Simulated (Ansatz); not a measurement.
```xyz
2

C     0.0151   -0.0359   -0.6133
O     0.0184   -0.0262    0.4451
```

Basis set: 6-31G (spherical functions). Left uncorrelated: 2 orbitals. Charge 0, multiplicity 1.

Computed with Ansatz (development build ahead of 0.2.0); each method stands on the lowest determinant of its kind that the runs found. Restricted open shells among the atoms or ions are ROHF, correlated in semicanonical orbitals with singles.

The atomization energy at this shape (free ground-state atoms in the same class of orbitals less the molecule, no zero-point energy) of singlet CO:

```tsv
method	atomization energy
RHF-MP2	200.25 kcal/mol
```

Question: What does RHF give?

Answer: 123.72 kcal/mol.

This basis has no polarisation functions and is too small for such energies, which can lie far from measured ones in either direction.
